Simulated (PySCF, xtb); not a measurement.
Mg(F)(iPr) (C3H7FMg), SMILES [CH]([Mg][F])(C)C.

GFN2-xTB (xtb) at its own geometry gives an orbital gap of 2.57 eV and a dipole moment of 4.89 D.

Coordinates come from a PBE-D3(BJ)/def2-SVP optimisation. The structure was generated by enumeration; whether it is a known compound was not checked. Other conformers were not sampled.

Question: What does PySCF with M06-2X/def2-TZVP give? (An estimate is asked for; the answer gives what the named calculation found.)

Answer: gap 6.92 eV (levels -7.76 and -0.84 eV), dipole 2.38 D.
